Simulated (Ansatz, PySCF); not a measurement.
System: trichloro(methyl)silane, CH₃Cl₃Si, charge 0, multiplicity 1. 
Geometry from a B3LYP-D3(BJ)/def2-TZVP (Ansatz, an electronic-structure program) optimisation:
SMILES: C[Si](Cl)(Cl)Cl
```xyz
8

C     -2.0627    -0.3957     0.0885
Si    -0.2519    -0.0483     0.0108
Cl     0.6454    -1.2184    -1.4133
Cl     0.0845     1.9175    -0.4631
Cl     0.6341    -0.4375     1.8180
H     -2.2311    -1.4433     0.3411
H     -2.5306     0.2313     0.8485
H     -2.5246    -0.1857    -0.8770
```

Dipole moments at this geometry, in debye (magnitudes).

```json
[
 {"level": "HF/def2-TZVPD", "program": "PySCF", "dipole (D)": "2.05"},
 {"level": "PBE/def2-TZVPD", "program": "Ansatz", "dipole (D)": "1.96"},
 {"level": "BLYP/def2-TZVPD", "program": "Ansatz", "dipole (D)": "…"},
 {"level": "PBE0/def2-TZVPD", "program": "Ansatz", "dipole (D)": "2.00"},
 {"level": "TPSSh/def2-TZVPD", "program": "PySCF", "dipole (D)": "1.96"},
 {"level": "CCSD(T)/aug-cc-pV(D+d)Z", "program": "Ansatz", "dipole (D)": "…"}
]
```

Problem. Some entries are withheld; supply them.

Solution. 
- BLYP/def2-TZVPD, dipole (D): 1.93
- CCSD(T)/aug-cc-pV(D+d)Z, dipole (D): 1.92
